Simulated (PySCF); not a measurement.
**How methods differ on the excitation energy of Er**

Er [Xe] 4f12 6s2 (high-spin determinant) → Er [Xe] 4f12 5d2 (high-spin determinant), as a difference of total energies. Calculation: PySCF 2.14, in ANO-RCC-VTZP (8s7p5d3f2g1h, 104 functions); the spin-free X2C one-electron Hamiltonian (Gaussian nucleus). Correlated levels: valence: [Kr] 4d10 frozen; valence and next inner shell: [Ar] 3d10 frozen. The calculations carry no spin-orbit coupling.

| method | excitation energy (eV) |
| --- | --- |
| UHF | 6.184 |
| LDA | 5.814 |
| PBE | 5.631 |
| PBE0 | 5.679 |
| r2SCAN | 5.374 |
| MP2 (valence) | 6.415 |
| SCS-MP2 (valence) | 6.646 |
| MP2 (valence and next inner shell) | 6.430 |
| SCS-MP2 (valence and next inner shell) | 6.658 |

**Question.** How much does correlation contribute at MP2 (valence and next inner shell)?

**Answer.** 6.430 − (6.184) = 0.246 eV, measured against UHF.

A first-order spin-orbit estimate (lowest level to lowest level, LS coupling) adds 0.126 eV.

The upper state lies above the first ionisation limit, where it may autoionise and the basis confines it.

In the upper state the promoted electron has a positive orbital energy at LDA, PBE, r2SCAN, so the basis confines it.

The determinant of the upper state and of the lower state mixes LS terms, which raises its energy above the lowest term, most at the Hartree-Fock and MP2 levels.
